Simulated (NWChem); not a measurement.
Species: BeSiH$_{3}$F; SMILES [F][Be][SiH3]

Q: Give the equilibrium geometry at PBE0/def2-SVP (NWChem) as an XYZ file, with the point group.

A: point group C3v; any orientation.
```
6

Be     0.0009     0.8210     0.0000
F      0.0011     2.2137     0.0000
Si     0.0003    -1.3458     0.0000
H      0.7029    -1.8942    -1.2044
H     -1.3944    -1.8932    -0.0065
H      0.6916    -1.8942     1.2109
```
